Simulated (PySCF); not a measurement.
A structure optimised at ωB97X-D3(BJ)/def2-SVP, used in a PySCF frequency run:

```xyz
6

B      0.0000     0.0000    -0.3697
F      0.0000     0.0000    -1.7013
S      0.0000    -1.6232     0.4299
H      0.0000    -1.1894     1.7022
S      0.0000     1.6232     0.4299
H      0.0000     1.1894     1.7022
```

Question: Write its SMILES, formula and point group.

Answer: FB(S)S, BFH2S2, C2v

Question: What are its rotational constants (standard atomic weights)?

Answer: 6.8420, 2.9417, 2.0572 GHz
